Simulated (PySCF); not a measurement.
[AgF4]- holds Ag(III), d8, at total charge -1. The structure is a model geometry with rigid ligands and bond lengths from ionic radii, not a minimum; coordination tetrahedral, point group Td, metal–donor distances 1.93 Å.

The d shell alone is too small an active space for [AgF4]- (an active orbital has only 0.68 squared overlap with the free ion's shell): its levels, fitted parameters, g values and moments show what this model gives and aren't sound predictions.

Method (PySCF 2.14, density fitting): CASSCF(8,5) with orbitals averaged over all microstates of the shell, strongly contracted NEVPT2 on the averaged canonical orbitals; basis x2c-TZVPall on the metal, x2c-SVPall elsewhere; spin-free X2C; IEF-PCM water; spin-orbit coupling by state interaction with the mean-field operator over all roots.

CASSCF energies above the lowest CASSCF root:

| state | CASSCF / cm⁻¹ |
| --- | --- |
| 3T1 | 0 |
| 1E | 9587 |
| 3T2 | 9969 |
| 1T2 | 12366 |
| 3T1 | 19889 |
| 3A2 | 20613 |
| 1A1 | 22520 |
| 1T2 | 23015 |
| 1T1 | 24296 |
| 1E | 33536 |
| 1A1 | 50995 |

How does dynamic correlation (SC-NEVPT2) move these states?


```tsv
state	NEVPT2 / cm⁻¹	shift / cm⁻¹
3T1	0	0
1E	7123	-2464
3T2	12222	+2253
1T2	8575	-3792
3T1	19351	-538
3A2	25730	+5116
1A1	17850	-4670
1T2	22221	-794
1T1	23850	-446
1E	36239	+2703
1A1	46656	-4338
```

These are spin-free levels; spin-orbit coupling mixes and splits them, by more than some of the gaps here.

Real four-coordinate ions of this kind are square planar singlets; the tetrahedron is imposed. NEVPT2 lifts 3T2 from 9969 to 12222 cm⁻¹; on the d shell alone such lifts tend to overshoot. NEVPT2 on the d shell alone tends to put d–d bands too high for such charged or covalently bound ions.
